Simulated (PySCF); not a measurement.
## B²⁺ (boron, charge +2) across methods

[He] 2p1, 2P determinant (an excited configuration). All numbers are calculated (PySCF 2.14, no relativity, point nucleus, in aug-cc-pVTZ (5s4p3d2f, 46 functions)).

| method | E (hartree) | mean ε 1s α (eV) | mean ε 1s β (eV) | mean ε 2p α (eV) | Σ⟨r²⟩ (bohr²) | ⟨S²⟩ |
| --- | --- | --- | --- | --- | --- | --- |
| r2SCAN | -23.2251 | -213.51 | -213.01 | -27.061 | 3.282 | 0.750 |
| PBE | -23.1919 | -210.48 | -209.90 | -26.767 | 3.303 | 0.750 |
| PBE0 | -23.1956 | -217.81 | -217.20 | -28.110 | 3.307 | 0.750 |
| wB97X | -23.2502 | -219.00 | -218.80 | -30.496 | 3.317 | 0.750 |
| UHF | -23.15222 | -239.03 | -238.38 | -31.758 | 3.355 | 0.750 |
| LDA | -22.9373 | -208.40 | -207.80 | -26.415 | 3.323 | 0.750 |
| M06-L | -23.2623 | -213.63 | -213.25 | -27.048 | 3.280 | 0.750 |
| wB97X-V | -23.2299 | -219.37 | -218.94 | -30.515 | 3.324 | 0.750 |

Problem. Estimate the same row for B97-3.

Solution. E (hartree) = -23.2347; mean ε 1s α (eV) = -218.57; mean ε 1s β (eV) = -218.14; mean ε 2p α (eV) = -28.193; Σ⟨r²⟩ (bohr²) = 3.314; ⟨S²⟩ = 0.750.
